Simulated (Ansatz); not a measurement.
`C[B-](C)(Cl)[OH+][SiH3]`. The species carries charge 0 and has multiplicity 1.

```
atom    x (Å)    y (Å)    z (Å)
  C1  -1.5173  -0.0686  -0.3095
  B2  -0.1274  -0.7682   0.0082
  C3   0.5327  -1.6992  -1.0921
 Cl4  -0.0699  -1.5288   1.7155
  O5   0.9793   0.5078   0.1817
 Si6   0.5564   1.9736   0.9455
  H7  -2.2766  -0.8484  -0.4163
  H8  -1.8836   0.5961   0.4807
  H9  -1.4980   0.4893  -1.2515
 H10   0.6017  -1.1976  -2.0628
 H11  -0.0806  -2.5940  -1.2305
 H12   1.5330  -2.0511  -0.8178
 H13   1.8111   0.1137   0.4704
 H14  -0.1774   2.7630  -0.0608
 H15  -0.2418   1.7159   2.1586
 H16   1.8585   2.5964   1.2807
```

**Question.** List the harmonic frequencies (cm⁻¹, unscaled) at PBE0-D4/def2-TZVP in Ansatz. (Estimate.)

**Answer.** Ansatz gave: 58, 127, 163, 198, 217, 223, 231, 281, 296, 347, 367, 480, 550, 692, 707, 759, 802, 815, 843, 930, 947, 955, 973, 1040, 1076, 1183, 1336, 1342, 1451, 1461, 1466, 1474, 2254, 2290, 2302, 3029, 3032, 3098, 3100, 3113, 3117, 3824.

**Question.** Is this a minimum?

**Answer.** Yes, all 42 modes are real.

**Question.** Give the ideal-gas thermochemistry at 298.15 K and 1 bar (rigid rotor, harmonic oscillator; point group C1, symmetry number 1).

**Answer.** Zero-point energy 316.7 kJ/mol; H(298) − E = 345.3 kJ/mol; entropy 399.8 J/(mol·K), of which translation 169.0, rotation 119.3, vibration 111.5; G(298) − E = 226.1 kJ/mol. Modes under 100 cm⁻¹ are hindered rotations or soft bends, so the harmonic entropy is rough.

**Question.** And at 400, 500, 600, 800 and 1000 K?

**Answer.** 
| T (K) | H − E (kJ/mol) | S (J/mol/K) | G − E (kJ/mol) |
| --- | --- | --- | --- |
| 400 | 362.9 | 450.5 | 182.7 |
| 500 | 383.2 | 495.5 | 135.4 |
| 600 | 405.8 | 536.7 | 83.8 |
| 800 | 456.5 | 609.5 | -31.0 |
| 1000 | 512.9 | 672.2 | -159.4 |
